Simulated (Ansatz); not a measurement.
`C[NH][GeH2][SiH3]` → C• + Ge• + 9 H• + N• + Si•  (atomization)

Calculated with Ansatz (gas phase, PBE0-D4/def2-TZVP geometries, no zero-point term in ΔE). CBS: MP2 limit from def2 TZ/QZ plus the TZ coupled-cluster correction, frozen cores. This one scheme is used for every species, atoms too. DFT in def2-TZVPP. B3LYP here is the variant with VWN-RPA as its local correlation; programs differ in this. Open shells (•) are unrestricted, without spin–orbit coupling. Spin–orbit coupling would lower the free atoms: a little for C, Si; clearly for Ge. Bonds to Ge are less sure, by a few kJ/mol each and by 10 to 20 or more in all where they break to atoms, as the def2 sets lack core-valence functions. Scalar relativity is left out up to krypton. One conformer a species, not always the lowest.

Problem. What is ΔE at CCSD(T)/CBS? (Estimate.)

Solution. The calculation gave: +42.53 eV.

Problem. What do these levels give: B3LYP-D4, ωB97M-V, B2PLYP, PBE, r2SCAN, PBE0, HF/def2-TZVPP, CCSD/def2-TZVPP, CCSD(T)/def2-TZVPP, HF/CBS(def2), MP2/CBS(def2), CCSD/CBS(def2)? (Best estimate.)

Solution. Ansatz gave: B3LYP-D4 42.47, ωB97M-V 42.39, B2PLYP 41.89, PBE 42.28, r2SCAN 42.26, PBE0 41.92, HF/def2-TZVPP 30.83, CCSD/def2-TZVPP 41.05, CCSD(T)/def2-TZVPP 41.53, HF/CBS(def2) 30.88, MP2/CBS(def2) 42.33, CCSD/CBS(def2) 42.05 eV.

Largest T1 diagnostic among the species: 0.012.

In def2-TZVPP, CCSD(T) changes the Hartree–Fock value by +10.70 eV (the triples alone add +0.48 eV) and MP2 by +10.50 eV; breaking electron pairs costs correlation energy, which Hartree–Fock lacks. From PBE to PBE0 (25 % exact exchange), in def2-TZVPP and without D4, ΔE moves by −0.36 eV: exact exchange takes away binding that semilocal exchange gives to molecules.

For atomizations the MP2-based limit and the directly extrapolated one differ by several kJ/mol either way, and by 10 to 25 for some Ge, Se and Sn compounds, so smaller differences from it don't rank the levels.
